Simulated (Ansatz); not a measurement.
Reaction (formal exchange of groups at the Si–Ge bond): `CO[SiH](Cl)[GeH3]` + `C1=NCO1` → `CO[SiH2]Cl` + `[GeH3][CH]1N=CO1`

Gas-phase electronic energies from Ansatz, PBE0-D4/def2-TZVP geometries. CCSD(T)/CBS adds triple-zeta CCSD(T) − MP2 to the extrapolated MP2 energy (def2 sets, frozen cores). Functionals use def2-TZVPP. B3LYP here is the variant with VWN-RPA as its local correlation; programs differ in this. For Ge outer-core shells are correlated without core-valence functions, which leaves a few kJ/mol of doubt a bond. Scalar relativity is left out up to krypton. One conformer a species, not always the lowest.

| level | ΔE (kJ/mol) | difference from CCSD(T)/CBS |
| --- | --- | --- |
| B2PLYP | 18.4 | -0.5 |
| r2SCAN | 25.1 | 6.2 |
| B3LYP | 22.7 | 3.8 |
| SCS-MP2/def2-TZVPP | 11.4 | -7.5 |
| CCSD(T)/def2-TZVPP | 17.2 | -1.7 |
| HF/def2-QZVPP | 19.3 | 0.4 |
| MP2/def2-QZVPP | 12.6 | -6.3 |
| HF/CBS(def2) | 19.2 | 0.3 |
| MP2/CBS(def2) | 13.3 | -5.6 |
| CCSD/CBS(def2) | 19.8 | 0.9 |
| CCSD(T)/CBS | 18.9 | 0 |

Largest T1 diagnostic among the species: 0.015.
